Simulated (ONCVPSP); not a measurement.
Transferability test, ONCV potential for Ge

```
Element                 : Ge
Generator               : ONCVPSP 4.0.1
Type                    : optimised norm-conserving Vanderbilt (ONCV)
Functional              : PBEsol
Relativity              : scalar-relativistic
Frozen core             : [Ar] 3d10
Valence charge          : 4
Reference configuration : 4s2 4p2
Partial waves           : 4s: rc 1.80 bohr, ncon 4, nbas 7, qcut 4.4 1/bohr, 2 projectors, debl 3.7 Ha; 4p: rc 2.00 bohr, ncon 4, nbas 8, qcut 4.5 1/bohr, 3 projectors, debl 3.2 Ha; d scattering state at 0.18 Ha: rc 1.80 bohr, ncon 4, nbas 7, qcut 6.4 1/bohr, 1 projector
Local potential         : polynomial inside 1.50 bohr (lpopt 5, dvloc0 0 Ha)
Core correction         : none
```

Energies are relative to the spin-unpolarised reference configuration 4s2 4p2; without spin polarisation the order of configurations can differ from experiment.

Give the all-electron excitation energy and the error of the potential for: 4s2 4p1; 4s2 4p0; 4s1 4p0; 4s0 4p4.

| valence configuration | charge | ΔE all-electron (eV) | error AE − PS (meV) |
| --- | --- | --- | --- |
| 4s2 4p1 | +1 | 7.453 | -6.9 |
| 4s2 4p0 | +2 | 22.902 | -35 |
| 4s1 4p0 | +3 | 57.691 | -4.6 |
| 4s0 4p4 | 0 | 16.212 | +35 |
